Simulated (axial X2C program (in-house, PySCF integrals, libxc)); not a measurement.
## LiZn: from Re and ωe to a spectrum

A bond curve at the PBE0 level, 2c, was computed with an in-house all-electron X2C program for linear molecules (integrals from PySCF) (basis Zn dyall-cv3z [9s10p6d3f2g], Li dyall-cv3z [7s8p2d] (cores contracted in-house)) for the state Ω = 1/2 (⟨Sz⟩ = 0.50, ⟨Lz⟩ = 0.00 at PBE0). Its fit gives Re = 2.9336 Å, ωe = 163.0 cm⁻¹, ωexe = 4.71 cm⁻¹ and αe = 1.008e-02 cm⁻¹; the masses are 63.9291 and 7.0160 u. Two-component means X2C with spin–orbit coupling and atomic mean-field Coulomb and Gaunt terms.

Q: Find the reduced mass, Be and the force constant.

A: From the PBE0 values: μ = 6.3222 u. Be = 16.8576/(μ Re²) = 0.3098 cm⁻¹. k = 5.8918×10⁻⁷ μ ωe² = 0.099 mdyn/Å.

Q: Estimate De from a Morse curve and compare with the computed well depth of 0.178 eV to Zn + Li.

A: De(Morse) = ωe²/(4ωexe) = 0.175 eV against 0.178 eV computed, a ratio of 0.98. For De the Morse form works well here.

Q: Where do the fundamental and the first overtone lie?

A: ν(1←0) = ωe − 2ωexe = 153.6 cm⁻¹; ν(2←0) = 2ωe − 6ωexe = 297.7 cm⁻¹.

Q: A Morse curve ties αe to the other constants (Pekeris). How well does that hold?

A: αe(Morse) = 6Be²/ωe × (√(ωexe/Be) − 1) = 1.024e-02 cm⁻¹; the PBE0 curve gives 1.008e-02 cm⁻¹, a ratio of 1.02.

Q: Estimate the centrifugal constant by the Kratzer relation.

A: D = 4Be³/ωe² = 4.48e-06 cm⁻¹.

Occupations by symmetry block were frozen at the best pattern of an incomplete PBE0 search. De is counted from the lowest determinant-based energies of the atoms at the same level, without counterpoise correction. Density functionals use the spin component along the axis (collinear). The levels of this run spread widely (ωe from 102 to 163 cm⁻¹), so these constants depend on the method. The bond is weak, and without diffuse functions and with truncated virtuals even CCSD(T) can be tens of per cent off in De.
